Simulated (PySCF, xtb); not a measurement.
boron oxyfluoride (BFO), SMILES O=BF.

GFN2-xTB (xtb 6.7.1) at its own geometry gives an orbital gap of 9.38 eV and a dipole moment of 1.44 D.

Geometry: PBE-D3(BJ)/def2-TZVP.

### Question
What does CAM-B3LYP/def2-TZVPD run with PySCF give? (The exact figures need the calculation; the answer reports its results.)

### Answer
gap 11.54 eV (levels -11.82 and -0.28 eV), dipole 2.20 D.
